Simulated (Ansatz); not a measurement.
C9H14ClN⁻, that is N-butylpyridinium chloride with one electron more. The state is a doublet with charge -1. Geometry PBE-D4/def2-SVP; atoms count from 1.

```xyz
25

C     1.837    2.331   -2.369
C     1.974    1.375   -1.185
C     0.690    0.601   -0.883
C     0.871   -0.328    0.324
N    -0.363   -0.962    0.767
C    -1.194   -0.287    1.670
C    -2.400   -0.832    2.047
C    -2.856   -2.090    1.520
C    -2.011   -2.726    0.570
C    -0.804   -2.166    0.199
H     1.558    1.801   -3.308
H     2.779    2.886   -2.567
H     1.047    3.085   -2.166
H     2.818    0.666   -1.365
H     2.201    1.953   -0.259
H     0.327    0.035   -1.774
H    -0.085    1.342   -0.592
H     1.617   -1.128    0.105
H     1.237    0.322    1.156
H    -0.785    0.688    2.016
H    -3.013   -0.270    2.769
H    -3.821   -2.525    1.817
H    -2.299   -3.685    0.110
H    -0.121   -2.625   -0.530
Cl    0.799    2.541    1.928
```

Estimate the Mulliken populations from the PBE0/def2-TZVP orbitals of Ansatz.


| atom | charge (e) | spin (α − β) |
| --- | --- | --- |
| C1 | -0.37 | 0.00 |
| C2 | -0.15 | 0.00 |
| C3 | -0.17 | 0.02 |
| C4 | -0.22 | -0.02 |
| N5 | 0.09 | 0.25 |
| C6 | -0.12 | 0.20 |
| C7 | -0.16 | -0.06 |
| C8 | -0.22 | 0.51 |
| C9 | -0.12 | -0.14 |
| C10 | -0.17 | 0.29 |
| H11 | 0.08 | 0.00 |
| H12 | 0.10 | 0.00 |
| H13 | 0.12 | 0.00 |
| H14 | 0.05 | 0.00 |
| H15 | 0.13 | 0.00 |
| H16 | 0.06 | 0.00 |
| H17 | 0.12 | 0.00 |
| H18 | 0.07 | 0.01 |
| H19 | 0.16 | 0.01 |
| H20 | 0.16 | -0.01 |
| H21 | 0.09 | 0.00 |
| H22 | 0.08 | -0.04 |
| H23 | 0.08 | 0.01 |
| H24 | 0.10 | -0.02 |
| Cl25 | -0.80 | 0.00 |
Mulliken values depend strongly on the basis.

Where does the spin sit?

Summed by element: C 0.80, N 0.25, H -0.05, Cl 0.00, of 1 unpaired in all. Largest on single atoms: C8 0.51, C10 0.29, N5 0.25.

And the Mayer bond orders between heavy atoms (over 0.3)?

C1–C2 0.99 (1.53 Å); C2–C3 1.01 (1.53 Å); C3–C4 1.00 (1.53 Å); C4–N5 0.92 (1.46 Å); N5–C6 1.13 (1.40 Å); N5–C10 1.12 (1.40 Å); C6–C7 1.68 (1.38 Å); C7–C8 1.21 (1.44 Å); C8–C9 1.31 (1.42 Å); C9–C10 1.61 (1.38 Å).
